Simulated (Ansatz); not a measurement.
Ansatz (an electronic-structure program) input (CCSD(T)/cc-pV(D+d)Z): A basis named .json is the Basis Set Exchange file of that set (core-valence sets with the plain set on hydrogen).

Ansatz 0.2 input:
```yaml
crystal:
  periodic: [false, false, false]
  atoms:
    - {symbol: H, position_ang: [0.00000000, 0.00000000, 0.00000000]}
basis:
  gaussian:
    orbitals: cc-pV_D+d_Z.json
magnetization: {spin_polarized: true, initial_magnetization: 1}
correlation: {method: ccsd_t, electrons: outside_noble_gas}
scf: {lower_state_search: full}
```

Output:

```
Functional definition: HF
integrals: 0.00 GiB planned
15 factors; integrals over basis functions are off by at most 5.2e-7 eV
mean field: 0.04 GiB planned
mean field evaluation 1: about -13.5522 eV, gradient 1.6e0 eV
mean field evaluation 2: about -13.5522 eV, gradient 1.6e0 eV
mean field evaluation 4: about -13.5861 eV, gradient 1.4e-4 eV
mean field evaluation 8: about -13.5522 eV, gradient 1.6e0 eV
mean field evaluation 16: about -13.5861 eV, gradient 1.4e-4 eV
mean field -13.58605748 eV, -0.4992784034 hartree, gradient 3.7e-7 eV, S^2 0.750000; 2 other end points of the search recorded, 0 dependent functions left out
reference -13.58605748 eV, -0.4992784034 hartree; 1, 0 occupied and 4, 5 virtual orbitals, 15 factors
second order 0.00000000 eV of doubles, -0.00000000 eV of singles
coupled cluster: 0.04 GiB planned
cycle   1  -0.00000000 eV  change  -4.3e-16 eV  update   2.3e-9
perturbative correction 0.00000000 eV, 0.0000000000 hartree
Total energy: -13.58605748 eV, -0.4992784034 hartree
```
